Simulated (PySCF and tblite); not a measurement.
The numbers below are computed, except where a source is named.
C₃H₅F₃O, numbered as in [CH3:1][O:2][CH2:3][C:4]([F:5])([F:6])[F:7]. The ensemble was built from 90 distance-geometry starts (ETKDG and KDG, MMFF94s, GFN2-xTB) and rests on PBE0-D3(BJ)/def2-SVP geometries. Energies: PBE0-D3(BJ)/def2-TZVP (IEF-PCM, chloroform), with GFN2-xTB thermal terms (modes under about 100 cm⁻¹ blended into free rotors). Symmetry numbers and mirror images are counted. Conformers within 3 kcal/mol (GFN2-xTB free energy) were kept, 8 at most. GIAO shieldings: wB97X-D/pcSseg-1 (IEF-PCM, chloroform). Shifts are against TMS (¹H), TMS (¹³C), CFCl3 (¹⁹F) at the same level. (PySCF 2.14, tblite 0.8.)

Torsions listed: C1–O2–C3–C4. Of a mirror pair one member is shown.

```csv
conformer,shape,point group,mirror pair,ΔE(DFT),Δ(G−E) at 260 K,δ H3 (ppm)
1,179°,Cs,no,0.00,0.00,3.55
2,-79°,C1,yes,0.40,0.28,3.70
```

Energies in kcal/mol; the thermal term leaves out symmetry numbers and mirror images.

(1) Work out the weights at 260 K and the ¹H shift of H3 under fast exchange.

Results:

(1) RT = 0.517 kcal/mol. Each conformer gets RT ln(σ/g), with σ the rotational symmetry number and g = 2 for a mirror pair: 1: σ = 1, g = 1, G = 0.00 + 0.00 + 0.00 = 0.00, 0.00 above the lowest, exp(−ΔG/RT) = 1.000; 2: σ = 1, g = 2, G = 0.40 + 0.28 − 0.36 = 0.32, 0.32 above the lowest, exp(−ΔG/RT) = 0.538. The sum is 1.538, so the weights are 65.1, 34.9 %. The averaged shift is 3.60 ppm. At 298.15 K it is 3.61 ppm. At 298.15 K the leading conformer alone gives 3.55 ppm and bare DFT energies give 3.60 ppm.
